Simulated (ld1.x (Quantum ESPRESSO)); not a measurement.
Configuration tests for W (Z = 74) (PAW)

tungsten (W), PAW, made with ld1.x (Quantum ESPRESSO) 7.5 (PBE, scalar-relativistic). Core [Xe], reference 4f14 5d4 6s2 6p0. Waves: 6s (bound): rcut 2.35, rcutus 2.80 bohr; 6s channel at 3.5 Ry: rcut 2.35, rcutus 2.80 bohr; 6p (bound, empty): rcut 2.35, rcutus 3.25 bohr; 6p channel at 4 Ry: rcut 2.35, rcutus 3.25 bohr; 5d (bound): rcut 1.75, rcutus 2.30 bohr; 5d channel at 2.75 Ry: rcut 1.75, rcutus 2.30 bohr; 4f (bound): rcut 0.95, rcutus 1.20 bohr; 4f channel at -1.6 Ry: rcut 0.95, rcutus 1.20 bohr. Local part: all-electron potential smoothed inside 2.75 bohr (lloc = -1). Core correction: Bessel-smoothed model core inside 0.85 bohr. Augmentation charge: BESSEL, radius 0.90 bohr.

Energies are relative to the spin-unpolarised reference configuration 4f14 5d4 6s2 6p0; without spin polarisation the order of configurations can differ from experiment. The frozen-core shift is the all-electron ΔE with the core orbitals held at their reference shape minus the fully relaxed ΔE.

| valence configuration | charge | ΔE all-electron (eV) | error AE − PS (meV) | frozen-core shift (meV) |
| --- | --- | --- | --- | --- |
| 4f14 5d4 6s1 6p0 | +1 | 8.883 | -2.3 | +4.3 |
| 4f14 5d4 6s0 6p0 | +2 | 24.563 | -14 | +18 |
| 4f14 5d3 6s0 6p0 | +3 | 49.945 | -149 | +150 |
| 4f13 5d5 6s1 6p0 | +1 | 41.815 | -1556 | +721 |
| 4f14 5d5 6s0 6p0 | +1 | 9.692 | -30 | +35 |
| 4f13 5d5 6s2 6p0 | 0 | 32.724 | -1404 | +730 |
| 4f14 5d4 6s1.5 6p0 | +0.5 | 3.633 | -0.8 | +1.5 |
